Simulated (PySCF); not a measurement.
ZnF, SMILES [Zn+][F], charge +1.

Geometry: B3LYP-D3(BJ)/def2-TZVPD. The multiplicity is an assumed one; other spin states were not compared.

Two levels are set side by side: PBE/def2-TZVPD (PySCF) and r2SCAN/def2-TZVPD (PySCF). Same geometry, gas phase. Differences are taken from unrounded values.

```
quantity                     r2SCAN     PBE  PBE minus r2SCAN
---------------------------  ------  ------  ----------------
orbital gap (eV)               3.03    2.40             -0.62
highest occupied level (eV)  -15.58  -15.39              0.19
lowest empty level (eV)      -12.55  -12.98             -0.43
mean polarisability (bohr³)    15.1    15.8               0.8
```

Rough cost on one machine, each run with all the roots and properties that it gave: r2SCAN against PBE about 2 times.
